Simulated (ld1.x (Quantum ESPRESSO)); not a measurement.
## Debugging a pseudopotential input (Sb (Z = 51), ld1.x (Quantum ESPRESSO) 7.5)

Command:

```bash
ld1.x < Sb.in > Sb.out
```

Input:

```
&input
   title='Sb', zed=51., rel=1, dft='LDA+U', iswitch=3,
   config='[Kr] 4d10 5s2 5p1',
   nld=3, rlderiv=1.70, eminld=-11.0, emaxld=5.0, deld=0.04
 /
 &inputp
   pseudotype=1, tm=.true., lloc=0,
   nlcc=.false.,
   file_pseudopw='Sb.pp', file_wfcaegen='ae.wfc', file_wfcncgen='nc.wfc'
 /
3
4P  2  1   6.00   0.00  0.95  0.95  0.0
4D  3  2  10.00   0.00  1.55  1.55  0.0
5S  1  0   2.00   0.00  1.50  1.50  0.0
 &test
   configts(1)='4p6 4d10 5s2 5p1'
 /
```

Output:

```
Program LD1 v.7.5

 %%%%%%%%%%%%%%%%%%%%%%%%%%%%%%%%%%%%%%%%%%%%%%%%%%%%%%%%%%%%%%%%%%%%%%%%%%%%%%
     Error in routine set_dft_from_name (1):
     LDA+U: unrecognized dft
 %%%%%%%%%%%%%%%%%%%%%%%%%%%%%%%%%%%%%%%%%%%%%%%%%%%%%%%%%%%%%%%%%%%%%%%%%%%%%%

     stopping ...
```

Question: This input was made by a single change from one that runs to its end. What was changed?

Answer: The change: functional typed as LDA+U. The program refuses the input: "set_dft_from_name: LDA+U: unrecognized dft".
